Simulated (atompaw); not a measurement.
C (Z = 6): PAW (atompaw) pseudisation with PBE, scalar-relativistic reference atom.

- Element: C
- Generator: atompaw 4.2.0.5
- Type: PAW
- Functional: PBE
- Relativity: scalar-relativistic
- Frozen core: [He]
- Valence charge: 4
- Reference configuration: 2s1.5 2p2.5
- Partial waves: 2s (bound): rc 1.75 bohr; 2s channel at 0.9 Ry: rc 1.75 bohr; 2p (bound): rc 1.75 bohr; 2p channel at 3.55 Ry: rc 1.75 bohr
- Local potential: vpsmatchnc scheme with l = 2 at 0 Ry, radius 1.70 bohr
- Core correction: smooth core density matched at 1.15 bohr
- Augmentation charge: sinc compensation charge, radius 1.35 bohr; PAW radius 1.75 bohr; waves and projectors: custom polynom gramschmidtortho

(1) Estimate the cutoffs (Ry, on a coarse ladder) from which the occupation-weighted sum of valence levels, in a spherical-Bessel basis at the reference potential, stays within 10 and 1 mRy of its value at 400 Ry.

(2) What does a ghost test show?

(3) Is the overlap operator S = 1 + Σ q|β⟩⟨β| positive definite (Bessel basis up to 400 Ry)?

(4) Which valence shell sets the plane-wave cutoff?

## Answers

(1) 18 Ry and 25 Ry.

(2) No extra level below or beside the all-electron valence levels (s, p, d, f tested).

(3) Yes: its lowest eigenvalue is 0.27 (s channel).

(4) 2p: its level needs 21 Ry to come within 1 mRy, against 10 Ry for 2s.
